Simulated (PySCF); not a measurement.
A calculated (PBE0, PySCF 2.14, aug-cc-pVDZ-DK, the spin-free X2C one-electron Hamiltonian (Gaussian nucleus)) atom or ion has these occupied shells.

```json
{"shell": "1s α", "electrons": "1", "orbital energy (eV)": "-9579.5", "rms radius, mean of both spins (bohr)": "0.0580"}
{"shell": "1s β", "electrons": "1", "orbital energy (eV)": "-9579.4", "rms radius, mean of both spins (bohr)": "0.0580"}
{"shell": "2s α", "electrons": "1", "orbital energy (eV)": "-1186.4", "rms radius, mean of both spins (bohr)": "0.245"}
{"shell": "2s β", "electrons": "1", "orbital energy (eV)": "-1186.3", "rms radius, mean of both spins (bohr)": "0.245"}
{"shell": "2p β", "electrons": "3", "orbital energy (eV)": "-1028.7", "rms radius, mean of both spins (bohr)": "0.219"}
{"shell": "2p α", "electrons": "3", "orbital energy (eV)": "-1028.7", "rms radius, mean of both spins (bohr)": "0.219"}
{"shell": "3s α", "electrons": "1", "orbital energy (eV)": "-146.10", "rms radius, mean of both spins (bohr)": "0.732"}
{"shell": "3s β", "electrons": "1", "orbital energy (eV)": "-146.00", "rms radius, mean of both spins (bohr)": "0.732"}
{"shell": "3p α", "electrons": "3", "orbital energy (eV)": "-98.676", "rms radius, mean of both spins (bohr)": "0.777"}
{"shell": "3p β", "electrons": "3", "orbital energy (eV)": "-98.628", "rms radius, mean of both spins (bohr)": "0.777"}
{"shell": "3d α", "electrons": "5", "orbital energy (eV)": "-22.570", "rms radius, mean of both spins (bohr)": "1.03"}
{"shell": "3d β", "electrons": "5", "orbital energy (eV)": "-22.405", "rms radius, mean of both spins (bohr)": "1.03"}
{"shell": "4s α", "electrons": "1", "orbital energy (eV)": "-15.283", "rms radius, mean of both spins (bohr)": "2.60"}
```

**Question.** Name the element and its charge.

**Answer.** Zn⁺ (zinc, charge +1), in [Ar] 3d10 4s1, 2S determinant.
